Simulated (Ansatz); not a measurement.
A calculation with Ansatz (development build ahead of 0.2.0).

```yaml
crystal:
  periodic: [false, false, false]
  atoms:
    - { symbol: Ni, position_ang: [0.0, 0.0, -1.65] }
    - { symbol: "N", position_ang: [0.0, 0.0, 0.0] }
    - { symbol: O, position_ang: [0.7585, 0.0, 0.9039] }
basis:
  gaussian: { orbitals: pcseg-2 }
magnetization:
  initial_magnetization: 1
hamiltonian:
  xc: pbe0
```

The input is written out in the form of the current development build from the run's settings.

Output:

```yaml
Converged: yes
Total_energy: -1637.90903 hartree
Spin_squared_of_the_determinant: 0.750
Stability_test: minimum among restricted orbitals
```

Caution: no unrestricted run beside it, a lower state can exist; other spin multiplicities were not run.
